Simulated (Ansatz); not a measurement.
`[AlH2][GeH]1[CH]=C[CH2]1`. Total charge 0; spin multiplicity 1.

```xyz
12

Al    1.698   -1.982   -0.168
Ge    0.692    0.259   -0.507
C    -1.214    0.260   -0.974
C    -1.558    0.811    0.196
C    -0.319    1.101    1.006
H     2.273   -2.811   -1.396
H     1.713   -2.637    1.279
H     1.559    1.252   -1.322
H    -1.872   -0.053   -1.776
H    -2.573    1.030    0.534
H    -0.123    2.166    1.149
H    -0.276    0.604    1.978
```

Question: List the harmonic frequencies (cm⁻¹, unscaled) at PBE0-D4/def2-TZVP in Ansatz. (An estimate is asked.)

Answer: Ansatz gave: 38, 73, 107, 282, 316, 408, 459, 537, 563, 597, 624, 707, 778, 785, 821, 962, 974, 1044, 1098, 1148, 1290, 1438, 1614, 1906, 1919, 2079, 3071, 3111, 3122, 3208.

Question: Is this a minimum?

Answer: Yes, all 30 modes are real.

Question: Give the ideal-gas thermochemistry at 298.15 K and 1 bar (rigid rotor, harmonic oscillator; point group C1, symmetry number 1).

Answer: Zero-point energy 209.8 kJ/mol; H(298) − E = 232.8 kJ/mol; entropy 372.4 J/(mol·K), of which translation 170.7, rotation 115.2, vibration 86.5; G(298) − E = 121.8 kJ/mol. Modes under 100 cm⁻¹ are hindered rotations or soft bends, so the harmonic entropy is rough.
